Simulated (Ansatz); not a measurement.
Program: Ansatz. Geometries: PBE0-D4/def2-TZVP. ΔE: electronic, gas phase. CCSD(T)/CBS adds triple-zeta CCSD(T) − MP2 to the extrapolated MP2 energy (def2 sets, frozen cores). This one scheme is used for every species. Functionals use def2-TZVPP. B3LYP here is the variant with VWN-RPA as its local correlation; programs differ in this. For Br, Ge outer-core shells are correlated without core-valence functions, which leaves a few kJ/mol of doubt a bond. Scalar relativity is left out up to krypton.

`[BH2][GeH2][SiH3]` + `FBr` → `[BH2][GeH2][Br]` + `F[SiH3]`  (formal exchange of groups at a Ge–Si bond)

CCSD(T)/CBS gives -103.2 kcal/mol.

Question: Another level gave -91.1 kcal/mol. Which?
A. B3LYP/def2-TZVPP
B. BLYP/def2-TZVPP
C. CAM-B3LYP/def2-TZVPP
D. revPBE-D4/def2-TZVPP

Answer: D. revPBE-D4 -91.1, BLYP -94.6, CAM-B3LYP -102.2, B3LYP -99.9 kcal/mol.

Largest T1 diagnostic among the species: 0.013.

From r2SCAN to r2SCAN0 (25 % exact exchange), in def2-TZVPP and without D4, ΔE moves by −4.0 kcal/mol. Leaving LDA and LC-ωPBE aside and taking each functional with its dispersion term where it has one, the values, not all of them listed here, spread over 15.4 kcal/mol, from BHLYP-D4 to revPBE-D4. LDA lies −1.2 kcal/mol from PBE without D4.
